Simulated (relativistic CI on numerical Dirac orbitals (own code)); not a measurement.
# Hyperfine structure of Sb42+, mass number 121

Calculated at this level of theory: Dirac-Coulomb-Breit CI, orbitals from a KLI potential per configuration, model QED, unscaled Slater integrals (own radial code, finite nucleus).

CI space (outside the closed core 1s2): 2s2 2p5, 2s 2p6, 2p6 3s, 2p6 3p, 2p6 3d, 2s2 2p4 3s, 2s2 2p4 3p, 2s2 2p4 3d, 2s 2p5 3s, 2s 2p5 3p, 2s 2p5 3d, 2s2 2p4 4s, 2s2 2p4 4p, 2s2 2p4 4d, 2s2 2p4 4f, 2s 2p5 4s. Levels of other configurations are missing.

Nuclear spin I = 5/2, μ = 3.358 μN, Q = -0.543 b (tables of Stone and Pyykkö). The electronic factors are computed for point nuclear moments, without core polarisation or the Bohr-Weisskopf and QED corrections.

| Level | E (Ry) | A (GHz) | B (GHz) |
| --- | --- | --- | --- |
| 2s2 2p5 2P°_3/2 | 0.000 | 327.9 | 248 |
| 2s2 2p5 2P°_1/2 | 19.111 | 2073 |  |
| 2s 2p6 2S_1/2 | 39.953 | 6601 |  |
| 2s2 2p4 3s 4P_5/2 | 279.971 | 616.5 | -42.5 |
| 2s2 2p4 3s 2P_3/2 | 280.493 | 30.43 | -16.3 |
| 2s2 2p4 3s 2S_1/2 | 282.719 | 1784 |  |
| 2s2 2p4 3p 2P°_1/2 | 288.329 | 563.5 |  |
| 2s2 2p4 3p 4D°_7/2 | 290.995 | 222.2 | -106 |

Levels with J = 0, under 50 % of one LS term, or S terms without an open s electron are left out. Small factors come from cancelling terms and can be off by tens of per cent or more.

At this charge energies of transitions that change n are usually good to better than 1 %, and those within a shell (Δn = 0) to a few per cent.

(1) Give the hyperfine levels of 2s2 2p5 2P°_1/2 relative to its centre of gravity.

Results:

(1) With K = F(F + 1) − I(I + 1) − J(J + 1), E = AK/2: F = 2: -3627, F = 3: 2591 GHz.

LS names give the leading component of a level, which can be under half, so a name can repeat, a term be missing and a line seem to break the LS rules.
